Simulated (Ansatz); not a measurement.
`F[CH2][AlH][GeH3]` + H–F → `[F][GeH3]` + `F[CH2][AlH2]`  (cleavage of the Ge–Al bond)

Calculated with Ansatz (gas phase, PBE0-D4/def2-TZVP geometries, no zero-point term in ΔE). CCSD(T)/CBS adds triple-zeta CCSD(T) − MP2 to the extrapolated MP2 energy (def2 sets, frozen cores). This one scheme is used for every species. DFT in def2-TZVPP. B3LYP here is the variant with VWN-RPA as its local correlation; programs differ in this. For Ge outer-core shells are correlated without core-valence functions, which leaves a few kJ/mol of doubt a bond. Scalar relativity is left out up to krypton. One conformer a species, not always the lowest.

```csv
level,ΔE (kcal/mol)
r2SCAN,-5.3
B3LYP,-7.5
```

Question: What does CCSD(T)/CBS give? (Estimate.)

Answer: The calculation gave: -3.4 kcal/mol. The listed levels differ from it by -1.9, -4.1 kcal/mol.

Largest T1 diagnostic among the species: 0.012.

The D4 term adds +1.4 kcal/mol with B3LYP and +0.8 kcal/mol with PBE0; it sums over pairs of atoms, weighted by their polarisabilities, and B3LYP, whose exchange is more repulsive, gets the larger term. In def2-TZVPP, CCSD(T) changes the Hartree–Fock value by +8.0 kcal/mol (the triples alone add +0.7 kcal/mol) and MP2 by +7.4 kcal/mol.
